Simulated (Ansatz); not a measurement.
Reactions of C2H5FSi, SMILES `FC=C[SiH3]`.

Isolated molecules relaxed with PBE0-D4/def2-TZVP in Ansatz; ΔE leaves out vibrations. CCSD(T)/CBS is the MP2 limit (def2-TZVPP, def2-QZVPP) plus CCSD(T) − MP2 in def2-TZVPP, frozen cores. This one scheme is used for every species. Double bonds are as drawn, so ΔE can hold a change between cis and trans. Functionals use def2-TZVPP. B3LYP here is the variant with VWN-RPA as its local correlation; programs differ in this. def2 core potentials past Kr. For Br, Sn outer-core shells are correlated without core-valence functions, which leaves a few kJ/mol of doubt a bond. Scalar relativity is left out up to krypton. One conformer a species, not always the lowest.

```json
{"reaction": "`F/C=C/[SiH3]` + `BN[SiH3]` → `[SiH3]BN[SiH3]` + `C=CF`", "CCSD(T)/CBS(def2) (kJ/mol)": "?"}
{"reaction": "`F/C=C/[SiH3]` + `[OH][Al]([OH])[Br]` → `[OH][Al]([Br])[O][SiH3]` + `C=CF`", "CCSD(T)/CBS(def2) (kJ/mol)": "-100"}
{"reaction": "`F/C=C/[SiH3]` + HBr → `[SiH3]/C=C/Br` + H–F", "CCSD(T)/CBS(def2) (kJ/mol)": "-24"}
{"reaction": "`F/C=C/[SiH3]` + `CB(O)F` → `CB(F)O[SiH3]` + `C=CF`", "CCSD(T)/CBS(def2) (kJ/mol)": "-77"}
{"reaction": "`F/C=C/[SiH3]` + CH₃OH → `CO/C=C/F` + SiH₄", "CCSD(T)/CBS(def2) (kJ/mol)": "?"}
{"reaction": "`F/C=C/[SiH3]` + `[Cl][SnH2][Cl]` → `[SiH3][SnH]([Cl])[Cl]` + `C=CF`", "CCSD(T)/CBS(def2) (kJ/mol)": "?"}
{"reaction": "`F/C=C/[SiH3]` + `SC1CO1` → `[SiH3]SC1CO1` + `C=CF`", "CCSD(T)/CBS(def2) (kJ/mol)": "-51"}
{"reaction": "`F/C=C/[SiH3]` + `[OH][AlH2]` → `[OH][AlH]/[CH]=C/F` + SiH₄", "CCSD(T)/CBS(def2) (kJ/mol)": "-21"}
{"reaction": "`F/C=C/[SiH3]` + `BN[SiH2]F` → `BN([SiH3])[SiH2]F` + `C=CF`", "CCSD(T)/CBS(def2) (kJ/mol)": "-32"}
```

**Question.** Fill in the missing values. (Best estimate.)

**Answer.** Ansatz gave: `F/C=C/[SiH3]` + `BN[SiH3]` → `[SiH3]BN[SiH3]` + `C=CF`: +28.4 kJ/mol; `F/C=C/[SiH3]` + CH₃OH → `CO/C=C/F` + SiH₄: +77.2 kJ/mol; `F/C=C/[SiH3]` + `[Cl][SnH2][Cl]` → `[SiH3][SnH]([Cl])[Cl]` + `C=CF`: -31.5 kJ/mol.

Largest T1 diagnostic: 0.014, for `[SiH3]BN[SiH3]`.
